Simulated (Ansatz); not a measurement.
Calculated with Ansatz (gas phase, PBE0-D4/def2-TZVP geometries, no zero-point term in ΔE). CBS: MP2 limit from def2 TZ/QZ plus the TZ coupled-cluster correction, frozen cores. This one scheme is used for every species. Functionals use def2-TZVPP. For Br, Ga outer-core shells are correlated without core-valence functions, which leaves a few kJ/mol of doubt a bond. Scalar relativity is left out up to krypton. Each species was taken in one conformer, which may not be the lowest.

`[F][Ga]([SH])[Cl]` + HBr → `[F][Ga]([Cl])[Br]` + H₂S  (ligand exchange at a Ga–S bond)

`[F][Ga]([SH])[Cl]`:

Cartesian coordinates in Å:
```
F -0.845 1.630 0.227
Ga 0.263 0.289 0.342
S -0.105 -1.488 -0.846
Cl 1.904 0.519 1.655
H -1.217 -0.951 -1.379
```

HBr:

Z-matrix (Å, degrees):
```
Br
H 1 1.420
```

`[F][Ga]([Cl])[Br]`:

Z-matrix (Å, degrees):
```
Ga
F 1 1.735
Br 1 2.246 2 118.6
Cl 1 2.107 2 117.5 3 180.0
```

H₂S:

```xyz
3

S     0.034    0.587    0.195
H     0.219   -0.010   -0.992
H    -0.252   -0.577    0.797
```

Question: Is it downhill or uphill in electronic energy at CCSD(T)/CBS, and by how much? (Best estimate.)

Answer: Ansatz gave: Downhill: ΔE = -27.3 kJ/mol.

Question: What do these levels give: LDA (SPW92), B97M-V, BLYP, CAM-B3LYP, CCSD/def2-TZVPP, CCSD/CBS(def2)? (An estimate is asked.)

Answer: Ansatz gave: LDA (SPW92) -19.5, B97M-V -26.1, BLYP -26.4, CAM-B3LYP -28.9, CCSD/def2-TZVPP -30.8, CCSD/CBS(def2) -29.2 kJ/mol.

Question: What do rigid-rotor, harmonic-oscillator terms from PBE0-D4/def2-TZVP frequencies (298.15 K, 1 bar) make of the CCSD(T)/CBS value? (Best estimate.)

Answer: The calculation gave: ΔZPE = +1.3 kJ/mol, ΔH = -25.9 kJ/mol, ΔS = 9 J/(mol·K), ΔG = -28.6 kJ/mol.

Largest T1 diagnostic among the species: 0.013.

In def2-TZVPP, CCSD(T) changes the Hartree–Fock value by +12.6 kJ/mol (the triples alone add +1.9 kJ/mol) and MP2 by +12.4 kJ/mol. Leaving LDA and LC-ωPBE aside and taking each functional with its dispersion term where it has one, the values, not all of them listed here, spread over 9.5 kJ/mol, from BHLYP-D4 to PBE-D4. LDA lies +4.4 kJ/mol from PBE without D4.
